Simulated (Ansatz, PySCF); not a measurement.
Species: 4-fluoro-1,3-dioxole, C3H3FO2, charge 0, multiplicity 1. SMILES: FC1=COCO1
Coordinates optimised at B3LYP-D3(BJ)/def2-TZVP (Ansatz, a program for electronic structure):
```
C
F 1 1.3137
C 1 1.3240 2 131.61
O 1 1.3627 2 115.42 3 177.09
H 3 1.0724 1 132.66 2 0.43
O 3 1.3993 5 118.98 1 -175.19
C 6 1.4205 3 103.66 5 -167.79
H 7 1.0868 6 110.21 3 -143.00
H 7 1.0991 8 112.15 6 122.81
```
Charge 0, spin multiplicity 1.

Wanted: vertical ionisation energy (to the doublet state of charge +1; each state is the SCF solution reached for its spin), in eV. Correlated levels leave the core frozen unless marked. Open shells are spin-unrestricted. No spin-orbit coupling. Non-relativistic. Basis-set limits of correlation are two-point, X^-3; Hartree-Fock from the larger set.

| level | program | vertical ionisation energy (eV) |
|---|---|---|
| HF/aug-cc-pVDZ | Ansatz | 7.95 |
| r2SCAN/def2-TZVPD | Ansatz | 8.31 |
| CAM-B3LYP/def2-TZVPD | Ansatz | 8.65 |
| wB97M-V/def2-TZVPD | Ansatz | 8.57 |
| MP2/aug-cc-pVDZ | Ansatz | 8.62 |
| RI-MP2/aug-cc-pVQZ | Ansatz | 8.86 |
| RI-MP2/CBS(aug-cc-pVTZ,aug-cc-pVQZ) | Ansatz | 8.90 |
| SCS-MP2/aug-cc-pVDZ | Ansatz | 8.66 |
| CCSD(T)/aug-cc-pVDZ | Ansatz | 8.56 |

For comparison, minus the highest occupied orbital energy (PySCF): 6.17 eV at PBE0/def2-TZVPD, 9.20 eV at HF/def2-TZVPD, 5.42 eV at TPSSh/def2-TZVPD.
